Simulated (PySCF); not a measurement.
**Question.** Give a PBE0-D3(BJ)/def2-SVP geometry of `[F][GeH2][SH]`.

**Answer.** 
```xyz
6
FGeH3S angstrom
F     -0.747    1.277    0.581
Ge    -0.528   -0.292   -0.146
S      1.648   -0.415   -0.575
H     -1.364   -0.316   -1.433
H     -0.979   -1.325    0.896
H      1.849    0.763    0.058
```

Orientation and origin are arbitrary. Atoms count from 1 in this order. S3 (sulfur bonded to Ge and H) is bent (angle 90.4°). Ge2 (germanium bonded to F, S and 2 H) is distorted tetrahedral (angles from 104.7° to 113.5°).

Bonds between heavy atoms (Å): F1–Ge2 1.743, Ge2–S3 2.221.

Theory: PySCF 2.14.0, PBE0-D3(BJ)/def2-SVP geometry optimisation, gas phase.

Point group: near Cs, missed by 0.18 Å at most; the miss may be what the optimiser left on a soft mode. PBE0-D3(BJ)/def2-SVP frequencies: not computed here. One conformer, not necessarily the lowest (F1–Ge2–S3–H 6°).

Hardware: AMD EPYC 9R45, one thread (shared host). Cost: 4.6 s of wall time, 0.35 GiB resident at most. These figures are those of the optimisation.
